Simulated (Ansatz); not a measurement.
Geometry optimisation, Ansatz, RKS r2SCAN-D4/STO-3G.

input.yaml

```yaml
crystal:
  periodic: [false, false, false]
  atoms:
    - { symbol: F, position_ang: [1.7625, 0.1109, 1.1339] }
    - { symbol: C, position_ang: [0.9946, -0.5865, 0.226] }
    - { symbol: O, position_ang: [-0.1649, -1.0916, 0.9206] }
    - { symbol: Si, position_ang: [-1.3807, -0.0733, 0.8791] }
    - { symbol: S, position_ang: [-1.5416, 0.7553, -1.1086] }
    - { symbol: Si, position_ang: [0.584, 0.4871, -1.2563] }
    - { symbol: H, position_ang: [1.6536, -1.4293, -0.059] }
    - { symbol: H, position_ang: [-2.6544, -0.8347, 1.135] }
    - { symbol: H, position_ang: [-1.2815, 1.033, 1.8993] }
    - { symbol: H, position_ang: [1.2541, 1.8016, -1.2306] }
    - { symbol: H, position_ang: [0.8396, -0.2295, -2.5188] }
basis:
  gaussian: { orbitals: STO-3G }
hamiltonian:
  xc: r2scan
  dispersion: d4
relax:
  f_tol: 0.02
  max_steps: 40
scf:
  lower_state_search: "off"
```

Launched with:

```bash
$ ansatz run input.yaml --threads 1 --pin off --max-ram 2048MiB --backend cpu --events-out ev --progress --plain --runs-dir out
```

Question: Where does it end, and by what steps?

Answer: The forces met the threshold. Limits of this set-up: minimal basis. After 9 steps the energy has fallen by 0.719 eV; H10 moved furthest, 0.24 Å.

```
step  energy less start (eV)  largest force component (eV/Å)  accepted
   0                  0.0000                           5.848       yes
   1                 -0.5211                           1.880       yes
   2                 -0.6705                           0.796       yes
   3                 -0.6369                           0.909        no
   4                 -0.7117                           0.125       yes
   5                 -0.7127                           0.183       yes
   6                 -0.7178                           0.042       yes
   7                 -0.7184                           0.054       yes
   8                 -0.7193                           0.049       yes
   9                 -0.7194                           0.018       yes
```

```xyz
11
Properties=species:S:1:pos:R:3
F 1.652 0.258 1.234
C 1.030 -0.552 0.252
O -0.153 -1.201 0.822
Si -1.462 -0.065 0.888
S -1.493 0.932 -1.007
Si 0.562 0.500 -1.332
H 1.729 -1.398 -0.002
H -2.665 -0.835 1.135
H -1.294 0.881 1.983
H 1.382 1.695 -1.409
H 0.778 -0.272 -2.542
```

The run took 47 s on 1 thread of Intel(R) Xeon(R) Platinum 8488C (Sapphire Rapids), with other jobs on the host, peak memory 0.19 GiB.
